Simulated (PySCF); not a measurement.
In(OH)(SeH)2 (H3InOSe2), SMILES [OH][In]([SeH])[SeH]. Atoms are numbered in the order given.

```xyz
7

In     0.5089     0.0050     0.0000
O      2.5136     0.1092     0.0000
H      2.9364    -0.7611     0.0000
Se    -0.7203    -2.2203     0.0000
H      0.5530    -2.9699     0.0000
Se    -0.6491     2.2502     0.0000
H     -1.9758     1.6003     0.0000
```

Coordinates come from a B3LYP-D3(BJ)/def2-SVP optimisation. The structure was generated by enumeration; whether it is a known compound was not checked. The def2 effective core potentials stand for the cores of In; spin–orbit coupling is left out. Other conformers were not sampled.

All values below come from PySCF with PBE0/def2-TZVP.

Symmetry labels are those of the subgroup Cs that the program uses (full group Cs).

Computed valence orbital energies around the gap with their symmetry:
```tsv
orbital	symmetry	energy (eV)
HOMO−7	A'	-11.42
HOMO−6	A'	-11.02
HOMO−5	A'	-10.55
HOMO−4	A'	-8.90
HOMO−3	A"	-8.80
HOMO−2	A'	-8.25
HOMO−1	A"	-7.57
HOMO	A"	-7.25
LUMO	A'	-2.12
LUMO+1	A"	-1.07
LUMO+2	A'	-0.31
LUMO+3	A'	0.04
```
